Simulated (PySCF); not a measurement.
NICS in rings of unrelated molecules.

Definitions: NICS(0) = −σiso at the ring centroid; NICS(1) = −σiso and NICS(1)zz = −σzz at ±1 Å along the ring normal z. Level: GIAO PBE0/pcSseg-1 (PySCF, non-relativistic, gas phase) on the GFN2-xTB geometries, one conformer each. Atom numbers follow the mapped SMILES.

Problem. Order these rings by mean NICS(1)zz, lowest (most negative) first (ppm).
A. ring C2–C3–C4–C5–C6–C8 in `[CH2:1]=[C:2]1[CH2:3][CH2:4][CH2:5][C@H:6]([CH3:7])[CH2:8]1`
B. ring C1–C2–C3–C7–C8 in `[CH2:1]1[CH2:2][C@H:3]2[CH2:4][CH2:5][CH2:6][C@H:7]2[CH2:8]1`
C. ring P3–C4–C5–C6–C8–C9 in `[CH3:1][CH2:2][P:3]1[CH2:4][CH2:5][CH:6]([CH3:7])[CH2:8][CH2:9]1`
D. ring C3–C4–C5–C6–C8–C9 in `[CH2:1]=[CH:2][c:3]1[cH:4][cH:5][c:6]([OH:7])[cH:8][cH:9]1`
E. ring C6–C7–N8–Si9–C10 in `[F:1][C:2]([F:3])([F:4])[CH2:5][C@@H:6]1[CH2:7][NH:8][SiH2:9][CH2:10]1`
F. ring C4–C5–C6–C7–C8–C9 in `[O:1]=[CH:2][CH2:3][c:4]1[cH:5][cH:6][cH:7][cH:8][cH:9]1`
G. ring C6–C7–C8 in `[CH2:1]=[C:2]([CH2:3][CH2:4][CH3:5])[CH:6]1[CH2:7][CH2:8]1`

Solution. F (-28.9), D (-24.7), G (-21.3), B (-4.1), E (-2.5), A (2.5), C (3.7).

```json
{"SMILES": "O=CCc1ccccc1", "ring": "6-membered carbocycle; formal bonds all aromatic", "NICS(0)": "-8.4", "NICS(1)": "-11.3", "NICS(1)zz": "-28.9", "HOMA": "1.00", "rms pucker (Å)": "0.00", "ring atoms with four or more neighbours": "0"}
{"SMILES": "C=Cc1ccc(O)cc1", "ring": "6-membered carbocycle; formal bonds all aromatic", "NICS(0)": "-8.6", "NICS(1)": "-10.4", "NICS(1)zz": "-24.7", "HOMA": "0.99", "rms pucker (Å)": "0.00", "ring atoms with four or more neighbours": "0"}
{"SMILES": "C=C(CCC)C1CC1", "ring": "3-membered carbocycle; formal bonds all single", "NICS(0)": "-43.4", "NICS(1)": "-8.6", "NICS(1)zz": "-21.3", "HOMA": "–", "rms pucker (Å)": "0.00", "ring atoms with four or more neighbours": "3"}
{"SMILES": "C1C[C@H]2CCC[C@H]2C1", "ring": "5-membered carbocycle; formal bonds all single", "NICS(0)": "-6.2", "NICS(1)": "-4.5", "NICS(1)zz": "-4.1", "HOMA": "–", "rms pucker (Å)": "0.18", "ring atoms with four or more neighbours": "5"}
{"SMILES": "FC(F)(F)C[C@@H]1CN[SiH2]C1", "ring": "5-membered ring with N and Si; formal bonds all single", "NICS(0)": "-6.6", "NICS(1)": "-3.4", "NICS(1)zz": "-2.5", "HOMA": "–", "rms pucker (Å)": "0.17", "ring atoms with four or more neighbours": "4"}
{"SMILES": "C=C1CCC[C@H](C)C1", "ring": "6-membered carbocycle; formal bonds all single", "NICS(0)": "-2.2", "NICS(1)": "-2.6", "NICS(1)zz": "2.5", "HOMA": "–", "rms pucker (Å)": "0.24", "ring atoms with four or more neighbours": "5"}
{"SMILES": "CCP1CCC(C)CC1", "ring": "6-membered ring with P; formal bonds all single", "NICS(0)": "-3.2", "NICS(1)": "-2.8", "NICS(1)zz": "3.7", "HOMA": "–", "rms pucker (Å)": "0.29", "ring atoms with four or more neighbours": "5"}
```

NICS(0) gives another order. The isotropic NICS(1) gives another order. HOMA uses Krygowski's 1993 parameters; it is left out where a ring has a four-coordinate atom, a triple bond, no multiple bond or a kind of bond without parameters. NICS(1) and NICS(1)zz are means over the two faces.
